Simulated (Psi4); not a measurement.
CH$_{5}$O (SMILES C[OH2+]), charge +1, singlet, at a GFN2-xTB geometry. Base run: CAM-B3LYP/pcseg-1 run with Psi4 1.11.

Psi4 was given this input:
```
memory 2 GB

molecule mol {
1 1
  C    -0.019277    0.751129    0.000910
  O    -0.019451   -0.710029    0.073094
  H    -1.053935    1.084796    0.062118
  H     0.899563   -1.056043    0.066199
  H     0.525466    1.124354    0.866679
  H     0.439888    1.112447   -0.918223
  H    -0.539715   -1.092092   -0.666982
}

set basis pcseg-1
set reference rks

energy('cam-b3lyp')
print_variables()
```

Variants of this job, named by their change:

```tsv
change	E (Eh)	core-seconds (rough)
base	-115.94004	5
functional = x3lyp	-115.94261	5
functional = bp86	-115.99134	5
functional = b3lyp5	-115.92871	4
functional = wb97x-v	-115.95041	70
functional = wb97x	-115.95963	5
functional = pbe0-dh	-115.84717	5
functional = r2scan	-115.92053	8
functional = m06	-115.91820	7
functional = tpss	-116.00700	9
functional = svwn	-115.39778	3
functional = pw6b95	-116.12077	6
functional = tpssh	-115.99497	9
```

Totals shift with the method and basis; they matter in differences.
